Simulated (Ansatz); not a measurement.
Harmonic frequencies (cm⁻¹) at PBE0-D4/def2-TZVP from Ansatz: 20, 44, 94, 145, 150, 294, 341, 433, 440, 495, 608, 637, 673, 707, 862, 937, 938, 1217, 1437, 1438, 2192, 2198, 2212, 2706, 3037, 3112, 3134.

Each molecule was computed in one conformer, which needn't be the lowest.

Task: Which molecule is it?
A. `FC[CH2][InH][SH]`
B. `[CH3][Al]([SiH3])[SH]`
C. `[SiH3][SiH]1OC1(Cl)Cl`
D. `ClC1(Cl)CC1`

Result: B.
